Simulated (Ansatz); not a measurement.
BeI2, relaxed as a singlet with RKS B3LYP-D4/def2-TZVP in Ansatz, starting from the GFN2-xTB geometry. Force threshold 0.02 eV/Å.

In the def2 sets I takes a core potential; there is no spin–orbit coupling. The structure comes from a short search, and lower isomers may exist.

Start:

```xyz
3

Be    0.0004   -0.0009   -0.0003
I     1.2664    1.3644   -1.1742
I    -1.2668   -1.3635    1.1745
```

```
step  energy (eV)  largest force component (eV/Å)  SCF passes
   1  -16612.0605                           0.347          15
   2  -16612.0734                           0.140          21
   3  -16612.0755                           0.004          21
```

Force components are those of the run's own axes.

End:

```xyz
3

Be    0.0001   -0.0002   -0.0001
I     1.2463    1.3422   -1.1555
I    -1.2464   -1.3420    1.1556
```

By distances, no bond broke or formed. The bond that changes most is Be1–I2, from 2.20 to 2.17 Å (atoms count from 1).

No frequencies were taken in this run, so the end may be a saddle point.

It took 2.1 s on 4 threads of Arm Neoverse V2 on a shared host.
